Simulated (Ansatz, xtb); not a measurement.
**Isomers of C5H11NS in order of energy**

4 gas-phase structures of C5H11NS, from a drawn sample of its isomers (lower ones may exist). Each was relaxed with GFN2-xTB; where two conformers were screened, the lower at r2SCAN-D4/def2-SVP is listed:

A. `[H]/N=C\[C@H](S)C(C)C`, a singlet
B. `CC(C)/C(S)=C\N`, a singlet
C. `CC(C)/C(S)=C/N`, a singlet
D. `CC(C)=C(S)CN`, a singlet

**Question.** Make a reasoned guess at their ranking by r2SCAN-D4/def2-SVP single-point energy.

**Answer.** Calculated order at r2SCAN-D4/def2-SVP: C (0.0), B (7.2), A (18.7), D (24.5) kJ/mol.

Energies above the lowest of each column, in kJ/mol; the last columns are at PBE0-D3(BJ)/def2-SVP geometries:

```tsv
structure	GFN2-xTB	HF/STO-3G	r2SCAN-D4/def2-SVP	PBE0-D3(BJ)/def2-SVP	CCSD(T)/def2-SVP + ΔMP2/def2-TZVPP
C	0.0	13.3	0.0	0.0	0.0
B	5.1	24.8	7.2	11.8	8.5
A	15.0	0.0	18.7	19.9	6.3
D	19.0	20.3	24.5	24.5	20.8
```

CCSD(T)/def2-SVP + ΔMP2/def2-TZVPP puts C lowest; HF/STO-3G picks A. CCSD(T)/def2-SVP + ΔMP2/def2-TZVPP orders those it was run on as C (0.0), A (6.3), B (8.5), D (20.8) kJ/mol. Less than 1 kcal/mol parts A and B, so the order within that pair means little. Flexible structures stand in one conformer each, not always the lowest. ΔMP2 is the change of the MP2 energy from the smaller to the larger basis.

Over these structures GFN2-xTB departs from r2SCAN-D4/def2-SVP by 1.8 kJ/mol on average once a common shift is removed. A GFN2-xTB relaxation took about 0.33 s and the r2SCAN-D4/def2-SVP energy about 7.7 s on a shared host (Ansatz 0.2.0, xtb 6.7.1).
